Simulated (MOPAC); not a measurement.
MOPAC input (AM1):

```
AM1 PRECISE GNORM=0.05 LET XYZ CHARGE=1 GEO-OK AUX(PRECISION=9) THREADS=1
C5H13O

C     3.24006800 1    0.13599800 1   -0.06355700 1
C     1.90269700 1   -0.42678900 1    0.40558900 1
C     0.71583000 1    0.29185500 1   -0.23822600 1
C    -0.62961900 1   -0.28104500 1    0.24745500 1
C    -1.74751900 1    0.45324200 1   -0.41923000 1
O    -3.10284400 1   -0.12618400 1    0.13506400 1
H     3.35483600 1    0.03543200 1   -1.14460100 1
H     4.06838200 1   -0.39176900 1    0.40865100 1
H     3.33398200 1    1.19427200 1    0.18759000 1
H     1.82551200 1   -0.34236700 1    1.49330400 1
H     1.84643300 1   -1.49376700 1    0.17097700 1
H     0.78196200 1    0.20421500 1   -1.32653000 1
H     0.76254500 1    1.35862900 1   -0.00173000 1
H    -0.70564500 1   -0.17524600 1    1.33148300 1
H    -0.67306000 1   -1.34651600 1   -0.00105100 1
H    -1.80715900 1    0.31422600 1   -1.49586000 1
H    -1.83354100 1    1.49839500 1   -0.13699500 1
H    -3.11678400 1   -1.10139700 1    0.14677800 1
H    -3.90344900 1    0.21579800 1   -0.30471300 1
```

Output:

```
 *******************************************************************************
 **                                                                           **
 **                              MOPAC v23.2.5                                **
 **                                                                           **
 *******************************************************************************
 ** MOPAC's Digital Object Identifier: https://doi.org/10.5281/zenodo.6511958 **
 **                                                                           **
 ** Please cite the open-source release paper for use of this MOPAC version:  **
 ** J. E. Moussa and J. J. P. Stewart (2026)                                  **
 ** MOPAC: An open-source semiempirical molecular orbital program             **
 ** J. Open Source Softw., 11(119), 8025, https://doi.org/10.21105/joss.08025 **
 *******************************************************************************

                              AM1 CALCULATION RESULTS

 *******************************************************************************
 *  AM1        - The AM1 Hamiltonian to be used
 *  GEO-OK     - OVERRIDE INTERATOMIC DISTANCE AND OTHER SAFETY CHECKS
 *
 *
 *
 *                 CHARGE ON SYSTEM = +1
 *
 *
 *
 *  LET        - OVERRIDE SOME SAFETY CHECKS
 *  PRECISE    - TIGHTER CRITERIA TO BE USED
 *  XYZ        - CARTESIAN COORDINATE SYSTEM TO BE USED
 *  GNORM      - EXIT WHEN GRADIENT NORM DROPS BELOW 0.050
 *  AUX        - OUTPUT AUXILIARY INFORMATION
 *******************************************************************************
AM1 PRECISE GNORM=0.05 LET XYZ CHARGE=1 GEO-OK AUX(PRECISION=9) THREADS=1
 C5H13O

   ATOM   CHEMICAL          X               Y               Z
  NUMBER   SYMBOL      (ANGSTROMS)     (ANGSTROMS)     (ANGSTROMS)

     1       C          3.24006800  *   0.13599800  *  -0.06355700  *
     2       C          1.90269700  *  -0.42678900  *   0.40558900  *
     3       C          0.71583000  *   0.29185500  *  -0.23822600  *
     4       C         -0.62961900  *  -0.28104500  *   0.24745500  *
     5       C         -1.74751900  *   0.45324200  *  -0.41923000  *
     6       O         -3.10284400  *  -0.12618400  *   0.13506400  *
     7       H          3.35483600  *   0.03543200  *  -1.14460100  *
     8       H          4.06838200  *  -0.39176900  *   0.40865100  *
     9       H          3.33398200  *   1.19427200  *   0.18759000  *
    10       H          1.82551200  *  -0.34236700  *   1.49330400  *
    11       H          1.84643300  *  -1.49376700  *   0.17097700  *
    12       H          0.78196200  *   0.20421500  *  -1.32653000  *
    13       H          0.76254500  *   1.35862900  *  -0.00173000  *
    14       H         -0.70564500  *  -0.17524600  *   1.33148300  *
    15       H         -0.67306000  *  -1.34651600  *  -0.00105100  *
    16       H         -1.80715900  *   0.31422600  *  -1.49586000  *
    17       H         -1.83354100  *   1.49839500  *  -0.13699500  *
    18       H         -3.11678400  *  -1.10139700  *   0.14677800  *
    19       H         -3.90344900  *   0.21579800  *  -0.30471300  *

          CARTESIAN COORDINATES

    NO.       ATOM           X           Y           Z
[...]
    11       H          1.81066541  *  -1.52420588  *   0.14032991  *
    12       H          0.78376213  *   0.22481107  *  -1.35634217  *
    13       H          0.75501297  *   1.38919269  *   0.03269251  *
    14       H         -0.69271417  *  -0.19713359  *   1.34483576  *
    15       H         -0.65446802  *  -1.37720755  *  -0.03741960  *
    16       H         -1.81688679  *   0.29375992  *  -1.53697083  *
    17       H         -1.81590737  *   1.53817932  *  -0.14009303  *
    18       H         -2.97474704  *  -1.08167788  *   0.26677419  *
    19       H         -3.80401725  *   0.10064664  *  -0.42337546  *

                             CARTESIAN COORDINATES

   1    C        3.183511212     0.132922448    -0.058302377
   2    C        1.865079653    -0.434380904     0.402352445
   3    C        0.706196376     0.301799638    -0.239753996
   4    C       -0.617074035    -0.285843456     0.226735104
   5    C       -1.744850031     0.455664585    -0.432299572
   6    O       -3.033894636    -0.091812523     0.174784277
   7    H        3.293889083     0.034072898    -1.165339507
   8    H        4.025301652    -0.416437121     0.429827801
   9    H        3.266560218     1.213971477     0.209924370
  10    H        1.788686840    -0.354313546     1.519156982
  11    H        1.810665406    -1.524205882     0.140329915
  12    H        0.783762127     0.224811069    -1.356342174
  13    H        0.755012971     1.389192695     0.032692508
  14    H       -0.692714171    -0.197133589     1.344835759
  15    H       -0.654468020    -1.377207553    -0.037419598
  16    H       -1.816886788     0.293759925    -1.536970827
  17    H       -1.815907367     1.538179322    -0.140093030
  18    H       -2.974747037    -1.081677884     0.266774189
  19    H       -3.804017253     0.100646644    -0.423375465

           Empirical Formula: C5 H13 O  =    19 atoms

      MOLECULAR POINT GROUP   :   C1

                  EIGENVALUES
 -46.70698 -40.86449 -36.59856 -31.56108 -28.08575 -26.24332 -25.25210 -24.50222
 -22.52573 -20.68694 -19.20206 -18.89756 -18.33101 -17.29594 -16.85979 -15.82166
 -15.65349 -14.93275 -14.49413  -5.55158  -2.56078  -2.11164  -1.74897  -1.56971
  -1.33369  -0.53640  -0.34524   0.04989   0.49245   0.70677   1.03159   1.28777
   1.59086   1.78841   2.17418   2.20213   2.50397

              NET ATOMIC CHARGES AND DIPOLE CONTRIBUTIONS

  ATOM NO.   TYPE          CHARGE      No. of ELECS.   s-Pop       p-Pop
    1          C          -0.217441        4.2174     1.22425     2.99319
    2          C          -0.157059        4.1571     1.21686     2.94020
    3          C          -0.153238        4.1532     1.22175     2.93149
    4          C          -0.219245        4.2192     1.23011     2.98913
    5          C           0.005524        3.9945     1.28764     2.70684
    6          O          -0.138627        6.1386     1.79484     4.34378
    7          H           0.083025        0.9170     0.91698
    8          H           0.099845        0.9002     0.90016
    9          H           0.084185        0.9158     0.91581
   10          H           0.092001        0.9080     0.90800
   11          H           0.088934        0.9111     0.91107
   12          H           0.099039        0.9010     0.90096
   13          H           0.103542        0.8965     0.89646
   14          H           0.134746        0.8653     0.86525
   15          H           0.114283        0.8857     0.88572
   16          H           0.141259        0.8587     0.85874
   17          H           0.176033        0.8240     0.82397
   18          H           0.331309        0.6687     0.66869
   19          H           0.331886        0.6681     0.66811
 DIPOLE           X         Y         Z       TOTAL
 POINT-CHG.    -9.920    -0.331    -1.112     9.988
 HYBRID        -0.819    -0.476    -0.440     1.044
 SUM          -10.739    -0.807    -1.552    10.881

          ATOMIC ORBITAL ELECTRON POPULATIONS

     Atom    s        px        py        pz
    1  C   1.22425   0.95163   1.01927   1.02229
    2  C   1.21686   0.93560   0.99634   1.00826
    3  C   1.22175   0.89393   1.01517   1.02239
    4  C   1.23011   0.94162   1.00801   1.03950
    5  C   1.28764   0.70884   1.00783   0.99017
    6  O   1.79484   1.34443   1.36864   1.63071
    7  H   0.91698
    8  H   0.90016
    9  H   0.91581
   10  H   0.90800
   11  H   0.91107
   12  H   0.90096
   13  H   0.89646
   14  H   0.86525
   15  H   0.88572
   16  H   0.85874
   17  H   0.82397
   18  H   0.66869
   19  H   0.66811

 **********************
 *                    *
 * JOB ENDED NORMALLY *
 *                    *
 **********************

 == MOPAC DONE ==
```

The dipole moment of an ion depends on the origin.

The geometry given is a B3LYP-D3(BJ)/def2-TZVP minimum.
